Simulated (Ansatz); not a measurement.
A nudged elastic band was laid between two geometries of ClGeH7Si2 (11 atoms, charge 0, multiplicity 1).

Theory: RKS BLYP-D4/def2-SVP in Ansatz 0.2.0.

```yaml
movable_images: 7
climbing_image: yes
spring: 5.0 eV/Å²
optimiser: lbfgs
start_path: through a guess of the saddle point
force_threshold: 0.05 eV/Å
iteration_limit: 60
end_points: relaxed
largest_step: 0.5 Å
```

First end point:

```xyz
11
Properties=species:S:1:pos:R:3
Cl -2.029 1.822 0.025
Si -0.055 1.797 0.772
Si 0.614 -0.466 0.783
Ge -0.200 -1.470 -1.252
H 0.802 2.613 -0.149
H -0.061 2.445 2.125
H 2.112 -0.562 0.866
H 0.024 -1.162 1.977
H -1.742 -1.629 -1.190
H 0.163 -0.572 -2.468
H 0.439 -2.873 -1.469
```

Last end point:

```xyz
11
Properties=species:S:1:pos:R:3
Cl -0.077 2.644 2.600
Si -0.314 1.785 0.693
Si 0.338 -0.478 0.776
Ge 0.067 -1.508 -1.391
H -1.753 1.914 0.287
H 0.528 2.551 -0.284
H 1.776 -0.561 1.203
H -0.507 -1.197 1.789
H -1.416 -1.417 -1.850
H 0.946 -0.782 -2.448
H 0.479 -3.007 -1.354
```

Question: What changes between the two ends?

Answer: No bond is made or broken. The dihedral Cl1–Si2–Si3–Ge4 goes from 41 to 180°.

Question: What energy profile does the band end with?

Answer: The run converged. The highest image is number 4 of 0 to 8, 2.1 kcal/mol above the first end and 1.1 kcal/mol above the last; the last end lies 1.0 kcal/mol above the first. Another band between the same ends (7 images) ends at a top of the same energy, where a vibrational analysis finds no clearly imaginary modes.

```json
{"image": "0", "path coordinate (Å)": "0.00", "energy (kcal/mol)": "0.0", "dihedral Cl1–Si2–Si3–Ge4 (°)": "41"}
{"image": "1", "path coordinate (Å)": "0.83", "energy (kcal/mol)": "0.3", "dihedral Cl1–Si2–Si3–Ge4 (°)": "59"}
{"image": "2", "path coordinate (Å)": "1.66", "energy (kcal/mol)": "1.0", "dihedral Cl1–Si2–Si3–Ge4 (°)": "78"}
{"image": "3", "path coordinate (Å)": "2.50", "energy (kcal/mol)": "1.8", "dihedral Cl1–Si2–Si3–Ge4 (°)": "97"}
{"image": "4", "path coordinate (Å)": "3.33", "energy (kcal/mol)": "2.1", "dihedral Cl1–Si2–Si3–Ge4 (°)": "116"}
{"image": "5", "path coordinate (Å)": "3.99", "energy (kcal/mol)": "2.0", "dihedral Cl1–Si2–Si3–Ge4 (°)": "132"}
{"image": "6", "path coordinate (Å)": "4.66", "energy (kcal/mol)": "1.6", "dihedral Cl1–Si2–Si3–Ge4 (°)": "148"}
{"image": "7", "path coordinate (Å)": "5.32", "energy (kcal/mol)": "1.2", "dihedral Cl1–Si2–Si3–Ge4 (°)": "164"}
{"image": "8", "path coordinate (Å)": "5.99", "energy (kcal/mol)": "1.0", "dihedral Cl1–Si2–Si3–Ge4 (°)": "180"}
```

Question: What is the geometry of the highest image?

Answer: 
```xyz
11
Properties=species:S:1:pos:R:3:forces:R:3
Cl -1.887 2.133 1.939 0.00 0.00 0.00
Si -0.213 1.785 0.712 0.00 0.00 0.00
Si 0.380 -0.510 0.823 0.00 0.01 -0.02
Ge 0.093 -1.466 -1.373 0.00 0.00 0.00
H -0.586 2.166 -0.691 0.01 0.00 0.00
H 0.903 2.681 1.162 0.00 0.00 0.00
H 1.810 -0.656 1.265 0.00 0.00 -0.01
H -0.503 -1.202 1.819 0.00 0.00 0.00
H -1.379 -1.279 -1.835 0.00 0.00 0.00
H 1.012 -0.727 -2.388 0.00 0.00 0.00
H 0.437 -2.982 -1.414 0.00 0.00 0.01
```

The band took 21 iterations and about 5 core-minutes.

The run took 2.7 min on 2 threads of Intel(R) Xeon(R) 6975P-C (Granite Rapids), with other jobs on the host, peak memory 0.19 GiB.
